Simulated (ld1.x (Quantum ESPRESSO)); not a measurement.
Configuration tests for tin (ultrasoft)

| Quantity | Value |
| --- | --- |
| Element | Sn |
| Generator | ld1.x (Quantum ESPRESSO) 7.5 |
| Type | ultrasoft |
| Functional | PBE |
| Relativity | scalar-relativistic |
| Frozen core | [Kr] 4d10 |
| Valence charge | 4 |
| Reference configuration | 5s2 5p2 |
| Partial waves | 5s (bound): rcut 1.70, rcutus 2.20 bohr; 5s channel at 0.4 Ry: rcut 1.70, rcutus 2.20 bohr; 5p (bound): rcut 2.70, rcutus 2.85 bohr; 5p channel at 0.1 Ry: rcut 2.70, rcutus 2.85 bohr |
| Local potential | all-electron potential smoothed inside 1.70 bohr (lloc = -2) |
| Core correction | Bessel-smoothed model core inside 1.45 bohr |
| Augmentation charge | built from norm-conserving waves at rcut, not smoothed further |

Energies are relative to the spin-unpolarised reference configuration 5s2 5p2; without spin polarisation the order of configurations can differ from experiment.

Question: Give the all-electron excitation energy and the error of the potential for: 5s2 5p1; 5s2 5p0; 5s1 5p0; 5s1 5p3; 5s2 5p2.3; 5s1 5p2; 5s2 5p1.5.

Answer:

```json
{"valence configuration": "5s2 5p1", "charge": "+1", "ΔE all-electron (eV)": "6.875", "error AE − PS (meV)": "-9.7"}
{"valence configuration": "5s2 5p0", "charge": "+2", "ΔE all-electron (eV)": "20.827", "error AE − PS (meV)": "-70"}
{"valence configuration": "5s1 5p0", "charge": "+3", "ΔE all-electron (eV)": "51.798", "error AE − PS (meV)": "-360"}
{"valence configuration": "5s1 5p3", "charge": "0", "ΔE all-electron (eV)": "6.978", "error AE − PS (meV)": "-17"}
{"valence configuration": "5s2 5p2.3", "charge": "-0.3", "ΔE all-electron (eV)": "-0.849", "error AE − PS (meV)": "0.0"}
{"valence configuration": "5s1 5p2", "charge": "+1", "ΔE all-electron (eV)": "14.524", "error AE − PS (meV)": "-42"}
{"valence configuration": "5s2 5p1.5", "charge": "+0.5", "ΔE all-electron (eV)": "2.616", "error AE − PS (meV)": "-1.9"}
```

Levels in the configuration 5s1 5p0:

```json
{"level": "5s", "all-electron (eV)": "-35.961", "pseudo (eV)": "-36.399"}
```
